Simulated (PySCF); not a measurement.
SeF4, SMILES F[Se](F)(F)F.

Geometry optimised at TPSSh-D3(BJ)/def2-SVP. The isomer is the one that the SMILES or the coordinates give; other isomers of the formula were not compared.

Two levels are set side by side: PBE/def2-TZVP (PySCF) and M06-2X/def2-TZVP (PySCF). Same geometry, gas phase. Differences are taken from unrounded values.

| quantity | M06-2X |
|---|---|
| orbital gap (eV) | 9.91 |
| highest occupied level (eV) | -11.93 |
| lowest empty level (eV) | -2.02 |
| dipole moment (D) | 1.98 |
| mean polarisability (bohr³) | 28.9 |

Question: What does PBE give, and how far is it from M06-2X? (An estimate is asked for; the answer gives what the named calculation found.)

Answer: 
| quantity | PBE | PBE minus M06-2X |
|---|---|---|
| orbital gap (eV) | 4.93 | -4.99 |
| highest occupied level (eV) | -8.73 | 3.20 |
| lowest empty level (eV) | -3.80 | -1.79 |
| dipole moment (D) | 1.78 | -0.20 |
| mean polarisability (bohr³) | 30.7 | 1.8 |

PBE's occupied levels lie high since its potential decays too fast outside the molecule; exact exchange lowers them and widens the gap. PBE's more diffuse valence density responds more strongly to a field. Differences between two approximate levels are no errors against the true value.

Rough cost on one machine, each run with all the roots and properties that it gave: M06-2X against PBE about 4 times.
